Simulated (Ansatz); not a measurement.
One change: `[OH][GaH][GeH3]` becomes `[OH][GaH][SeH]`.

Ansatz, PBE0-D4/def2-TZVP geometries, multiplicity 1. Each molecule was computed in one conformer, which needn't be the lowest.

Scalar relativity is left out up to krypton.

```tsv
property	`[OH][GaH][GeH3]`
HOMO–LUMO gap (PBE0/def2-TZVPP) / eV	6.15
HOMO energy (B3LYP/def2-TZVPP) / eV	-7.47
HOMO–LUMO gap (ωB97M-V/def2-TZVPP) / eV	9.92
LUMO energy (PBE0/def2-TZVPP) / eV	-1.52
LUMO energy (ωB97M-V/def2-TZVPP) / eV	0.21
HOMO–LUMO gap (B3LYP/def2-TZVPP) / eV	5.70
```

**Question.** What does the change do to each property? (Estimate.)

**Answer.** Computed: 
| property | `[OH][GaH][SeH]` | shift |
| --- | --- | --- |
| HOMO–LUMO gap (PBE0/def2-TZVPP) / eV | 6.47 | 0.32 |
| HOMO energy (B3LYP/def2-TZVPP) / eV | -7.17 | 0.30 |
| HOMO–LUMO gap (ωB97M-V/def2-TZVPP) / eV | 10.31 | 0.39 |
| LUMO energy (PBE0/def2-TZVPP) / eV | -0.94 | 0.58 |
| LUMO energy (ωB97M-V/def2-TZVPP) / eV | 0.76 | 0.55 |
| HOMO–LUMO gap (B3LYP/def2-TZVPP) / eV | 5.97 | 0.27 |

With PBE0 the HOMO rises by 0.26 eV and the LUMO rises by 0.58 eV, so the gap widens by about 0.32 eV. PBE moves the HOMO by 0.29 eV and ωB97M-V by 0.16 eV. The zero-point energy changes by -38.8 kJ/mol with -6 modes.

B3LYP here is the variant with VWN-RPA as its local correlation; programs differ in this.

Spin–orbit coupling is left out; it splits and shifts lone-pair levels of the heavy atoms by tenths of an eV.
